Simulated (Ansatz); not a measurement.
C2H9BOSi can be A, `B[SiH2]OCC`, or B, `CB[SiH2]OC`.

Isolated molecules relaxed with PBE0-D4/def2-TZVP in Ansatz; ΔE leaves out vibrations. CBS: MP2 limit from def2 TZ/QZ plus the TZ coupled-cluster correction, frozen cores. Functionals use def2-TZVPP. B3LYP here is the variant with VWN-RPA as its local correlation; programs differ in this. Each species was taken in one conformer, which may not be the lowest.

Q: Which isomer does CCSD(T)/CBS put lower? Give the gap. (An estimate is asked.)

A: The calculation gave: B, by 37.0 kJ/mol.

Q: Give E(B) − E(A) in kJ/mol with B2PLYP, B3LYP, CCSD/def2-TZVPP, PBE-D4, LDA (SPW92), CCSD(T)/def2-TZVPP, r2SCAN-D4. (Estimate.)

A: Ansatz gave: B2PLYP -38.1, B3LYP -39.5, CCSD/def2-TZVPP -35.0, PBE-D4 -44.8, LDA (SPW92) -45.6, CCSD(T)/def2-TZVPP -36.0, r2SCAN-D4 -42.9. None reverses the order clearly.

Q: Does the order hold for the free energy at 298.15 K (harmonic terms from PBE0-D4)? (An estimate is asked.)

A: Ansatz gave: Yes: G(B) − G(A) = -37.5 kJ/mol, for one conformer each. Modes under 60 cm⁻¹, often nearly free rotors, make the harmonic entropy too high.

Largest T1 diagnostic: 0.011.

Leaving LDA and LC-ωPBE aside and taking each functional with its dispersion term where it has one, the values, not all of them listed here, spread over 7.5 kJ/mol, from PBE-D4 to ωB97X-V. In def2-TZVPP, CCSD(T) changes the Hartree–Fock value by −7.4 kJ/mol (the triples alone add −1.0 kJ/mol) and MP2 by −8.8 kJ/mol.
